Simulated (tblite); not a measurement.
C5H7N2O (doublet state).
SMILES with atom numbers: `[CH2:1][NH:2][C:3](=[O:4])[C@H:5]([CH3:6])[C:7]#[N:8]` (hydrogens: H9, H10 on C1; H11 on N2; H12 on C5; H13, H14, H15 on C6)

A start from a force field or distance geometry was refined with GFN2-xTB geometry optimisation, gas phase (tblite 0.8.0). Values at the start:

```
 coordinate    start
      C1–N2  1.461 Å
      C1–H9  1.109 Å
     C1–H10  1.132 Å
      N2–C3  1.414 Å
     N2–H11  1.053 Å
      C3=O4  1.261 Å
      C3–C5  1.492 Å
      C5–C6  1.508 Å
      C5–C7  1.464 Å
     C5–H12  1.127 Å
     C6–H13  1.083 Å
      C7≡N8  1.155 Å
   C1–N2–C3   117.8°
   N2–C3–O4   123.0°
   N2–C3–C5   117.0°
   C3–C5–C6   112.1°
   C3–C5–C7   110.4°
   O4–C3–C5   119.9°
   C5–C7–N8   179.2°
   C6–C5–C7   109.8°
C1–N2–C3–O4       2°
N2–C3–C5–C6      60°
```

**Question.** How do these coordinates change at the GFN2-xTB level?

**Answer.** 
```json
{"coordinate": "C1–N2", "GFN2-xTB (Å or °)": "1.351", "change": "-0.110"}
{"coordinate": "C1–H10", "GFN2-xTB (Å or °)": "1.071", "change": "-0.061"}
{"coordinate": "C3=O4", "GFN2-xTB (Å or °)": "1.216", "change": "-0.045"}
{"coordinate": "C3–C5", "GFN2-xTB (Å or °)": "1.536", "change": "+0.044"}
{"coordinate": "N2–C3", "GFN2-xTB (Å or °)": "1.371", "change": "-0.043"}
{"coordinate": "N2–H11", "GFN2-xTB (Å or °)": "1.013", "change": "-0.040"}
{"coordinate": "C1–H9", "GFN2-xTB (Å or °)": "1.069", "change": "-0.040"}
{"coordinate": "C5–H12", "GFN2-xTB (Å or °)": "1.095", "change": "-0.032"}
{"coordinate": "C5–C6", "GFN2-xTB (Å or °)": "1.537", "change": "+0.029"}
{"coordinate": "C5–C7", "GFN2-xTB (Å or °)": "1.440", "change": "-0.024"}
{"coordinate": "C7≡N8", "GFN2-xTB (Å or °)": "1.145", "change": "-0.010"}
{"coordinate": "C6–H13", "GFN2-xTB (Å or °)": "1.088", "change": "+0.005"}
{"coordinate": "C1–N2–C3", "GFN2-xTB (Å or °)": "124.1", "change": "+6.3"}
{"coordinate": "N2–C3–C5", "GFN2-xTB (Å or °)": "113.8", "change": "-3.2"}
{"coordinate": "O4–C3–C5", "GFN2-xTB (Å or °)": "122.8", "change": "+2.9"}
{"coordinate": "C3–C5–C6", "GFN2-xTB (Å or °)": "109.8", "change": "-2.3"}
{"coordinate": "C5–C7–N8", "GFN2-xTB (Å or °)": "177.4", "change": "-1.8"}
{"coordinate": "C6–C5–C7", "GFN2-xTB (Å or °)": "110.8", "change": "+1.0"}
{"coordinate": "N2–C3–O4", "GFN2-xTB (Å or °)": "123.4", "change": "+0.4"}
{"coordinate": "C3–C5–C7", "GFN2-xTB (Å or °)": "110.5", "change": "+0.1"}
{"coordinate": "N2–C3–C5–C6", "GFN2-xTB (Å or °)": "82", "change": "+22"}
{"coordinate": "C1–N2–C3–O4", "GFN2-xTB (Å or °)": "0", "change": "-2"}
```

The energy falls by 1.086 eV over 95 L-BFGS steps, the largest force on an atom goes from 3.58 to 0.009 eV/Å, and the atoms move by 0.490 Å rms after alignment. The bond that changes most is C1–N2 (ends: carbon bonded to N and 2 H; nitrogen bonded to 2 C and H), which shortens by 0.110 Å. Bonds longer at the end by more than 0.005 Å: 3 of 14; shorter: 11. Among the dihedrals that turn most is H9–C1–N2–C3, from 124° to -178°. Rotational constants go from 3046, 1420, 1311 to 2901, 1629, 1292 MHz.

Hardware: Arm Neoverse V2, one thread, no GPU, shared host with 96 logical CPUs at a one-minute load of 36. Cost: 0.42 s of wall time.

Its GFN2-xTB frequencies are all real (lowest 44 cm⁻¹).

One conformer stands for the species.

The numbers are calculated, not measured.
